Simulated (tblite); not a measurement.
Compound: C6H5N2 (doublet state).
Bonds: N1–C2 (double), C2–C3, C3–C4 (aromatic), C4–C5 (aromatic), C5–C6 (aromatic), C6–C7 (aromatic), C7–N8 (aromatic), C3–N8 (aromatic). Hydrogens: H9 on C2; H10 on C4; H11 on C5; H12 on C6; H13 on C7.

Computed geometry: GFN2-xTB, gas phase. This method treats the open shell by occupation alone, without spin polarisation.

(1) What internal coordinates does the optimisation give?

## Answers

(1) 
| bond | length (bohr) | order |
| --- | --- | --- |
| N1=C2 | 2.310 | double |
| C2–C3 | 2.814 | single |
| C3–C4 | 2.633 | aromatic |
| C4–C5 | 2.615 | aromatic |
| C5–C6 | 2.622 | aromatic |
| C6–C7 | 2.623 | aromatic |
| C7–N8 | 2.492 | aromatic |
| C3–N8 | 2.496 | aromatic |
| C2–H9 | 2.076 | single |
| C4–H10 | 2.039 | single |
| C5–H11 | 2.041 | single |
| C6–H12 | 2.038 | single |
| C7–H13 | 2.044 | single |

Orders are formal, as drawn. A selection of angles:
| angle | degrees |
| --- | --- |
| N1–C2–C3 | 126.9 |
| N1–C2–H9 | 122.2 |
| C3–C2–H9 | 110.9 |
| C2–C3–C4 | 120.0 |
| C2–C3–N8 | 116.9 |
| C4–C3–N8 | 123.0 |
| C3–C4–C5 | 117.8 |
| C3–C4–H10 | 119.5 |
| C5–C4–H10 | 122.7 |
| C4–C5–C6 | 119.1 |
| C4–C5–H11 | 120.2 |
| C6–C5–H11 | 120.6 |
| C5–C6–C7 | 118.3 |
| C5–C6–H12 | 121.2 |
| C7–C6–H12 | 120.5 |
| C6–C7–N8 | 122.7 |
| C6–C7–H13 | 121.6 |
| N8–C7–H13 | 115.7 |
| C3–N8–C7 | 119.0 |

Dihedral angles: N1–C2–C3–C4 0° (synperiplanar).

C7 (carbon bonded to C, N and H) is planar (angles 122.7°, 121.6° and 115.7°, sum 360.0°, 0.00 Å off the plane of its three neighbours). C3 (carbon bonded to 2 C and N) is planar (angles 123.0°, 120.0° and 116.9°, sum 360.0°, 0.00 Å off the plane of its three neighbours). C4 (carbon bonded to 2 C and H) is planar (angles 122.7°, 119.5° and 117.8°, sum 360.0°, 0.00 Å off the plane of its three neighbours). The C–C distances run from 1.384 Å (C4–C5, aromatic) to 1.489 Å (C2–C3, drawn single), a spread of 0.105 Å. The 3 C–N bonds span 1.223 Å (N1=C2, drawn double) to 1.321 Å (C3–N8, aromatic), a spread of 0.098 Å. The 8 heavy atoms lie in one plane (0.001 Å rms). C6 (carbon bonded to 2 C and H) is planar (angles 121.2°, 120.5° and 118.3°, sum 360.0°, 0.00 Å off the plane of its three neighbours).

Point group: Cs (tolerance 0.08 Å). Its GFN2-xTB frequencies are all real (lowest 85 cm⁻¹).

Time: 0.38 s of wall time. Hardware: an Intel Xeon at 2.50 GHz with one thread (shared host). This is the geometry optimisation.

One conformer stands for the species.
